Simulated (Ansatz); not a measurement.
A structure drawn as `ClC(Cl)C(Cl)(Cl)Cl`, with this starting geometry:

Cartesian coordinates in Å:
```
Cl -1.848 -0.116 1.078
C -0.730 -0.082 -0.294
Cl -0.778 -1.628 -1.156
C 0.685 0.187 0.202
Cl 1.220 -1.080 1.311
Cl 1.783 0.257 -1.193
Cl 0.720 1.757 1.032
H -1.052 0.705 -0.981
```

Total charge 0; spin multiplicity 1.

Task: Relax it with Ansatz at PBE-D4/def2-SVP and then PBE0-D4/def2-TZVP. Is the drawn bonding still there?

Result: Yes, every drawn bond is still there and no new one forms.

Task: Give the relaxed structure. (Best estimate.)

Result: Computed: 
Z-matrix (Å, degrees):
```
C
Cl 1 1.759
C 1 1.545 2 111.6
Cl 1 1.759 2 110.5 3 -124.8
H 1 1.088 2 107.8 3 117.7
Cl 3 1.756 1 111.7 2 -62.1
Cl 3 1.769 1 108.2 2 59.3
Cl 3 1.769 1 108.2 2 176.5
```
All modes are real.

Atoms count as bonded under 1.1 times the sum of their covalent radii (H–H under 0.85 Å, pairs among N, O and F under 1.55 Å), and a drawn bond as lost past 1.3 times.
